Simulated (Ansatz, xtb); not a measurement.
**Relative energy of two isomers of C3HClFN2−**

Structure X is `Fc1c[n-]c(Cl)n1`, a singlet and structure Y is `Fc1ncc(Cl)[n-]1`, a singlet. Both are isolated ions in the gas phase, relaxed with B3LYP-D3(BJ)/def2-SVPD.

X (Å):

```xyz
8

C    -1.1684   -0.0151   -0.3158
C    -0.8117   -1.3366   -0.0946
C    -0.0122   -0.0761    1.3981
Cl    0.8642    0.4721    2.8377
F    -1.9281    0.4800   -1.3348
N    -0.0412   -1.3548    1.0531
N    -0.6686    0.8041    0.6246
H    -1.0491   -2.2344   -0.6614
```

Y (Å):

```yaml
atoms:
  - { symbol: C, position_ang: [-1.4417, 0.0560, -0.3852] }
  - { symbol: C, position_ang: [-0.0672, -1.3030, 0.4453] }
  - { symbol: C, position_ang: [-0.1817, -0.1717, 1.2397] }
  - { symbol: Cl, position_ang: [0.6670, 0.1677, 2.7522] }
  - { symbol: F, position_ang: [-2.3519, 0.6037, -1.2340] }
  - { symbol: N, position_ang: [-0.9143, -1.1319, -0.6319] }
  - { symbol: N, position_ang: [-1.0680, 0.7124, 0.7107] }
  - { symbol: H, position_ang: [0.5484, -2.1898, 0.5813] }
```

Energies in hartree; the thermal terms are from GFN2-xTB frequencies at re-optimised GFN2-xTB minima (ideal gas, soft modes damped towards free rotors, one conformer each, 298.15 K, 1 atm) and include the zero-point energy:

|  | X | Y |
| --- | --- | --- |
| E, CCSD(T)/def2-SVPD | −782.805402 | −782.810268 |
| E, MP2/def2-SVPD | −782.743482 | −782.747932 |
| E, MP2/def2-TZVPPD | −783.489475 | −783.494319 |
| zero-point energy | 0.039794 | 0.039950 |
| H(298 K) − E | 0.046253 | 0.046397 |
| G(298 K) − E | 0.009764 | 0.009909 |

Task: Correct the CCSD(T) difference for the basis set by the MP2 change, then work out ΔE, ΔE₀, ΔH and ΔG for X → Y in kJ/mol (1 Eh = 2625.50 kJ/mol) and the equilibrium ratio [Y]/[X].

Result: 1. Differences Y − X: CCSD(T) −0.004866, MP2 in the small set −0.004450, MP2 in the large set −0.004844 Eh.
2. ΔE = −0.004866 + (−0.004844 − (−0.004450)) = −0.005260 Eh = −13.81 kJ/mol.
3. ΔE₀ = ΔE + ΔZPE = −0.005260 + (+0.000156) Eh = −13.40 kJ/mol.
4. ΔH = ΔE + (+0.000144) Eh = −13.43 kJ/mol.
5. ΔG = ΔE + (+0.000145) Eh = −13.43 kJ/mol, so ΔS = (ΔH − ΔG)/T = 0.0 J/(mol K).
6. kT = 0.9442 mEh, so K = [Y]/[X] = exp(−ΔG/kT) = exp(+5.42) ≈ 230.

Structure Y is favoured at this temperature. An error of 4 kJ/mol in ΔG would change K by a factor of 5. Mirror images and further conformers aren't counted.

As drawn, both hold the same kinds of bond in the same numbers.

Other levels gave ΔE = −6.8 (GFN2-xTB); −10.0 (HF/STO-3G, GFN2-xTB geometries); −14.4 (r2SCAN-D4/def2-SVPD, GFN2-xTB geometries); −11.4 (B3LYP-D3(BJ)/def2-SVPD); −16.0 (HF/def2-SVPD); −11.7 (MP2/def2-SVPD); −12.8 (CCSD(T)/def2-SVPD) kJ/mol. The correlated steps freeze 11 core orbitals. Programs: Ansatz 0.2.0, xtb 6.7.1.
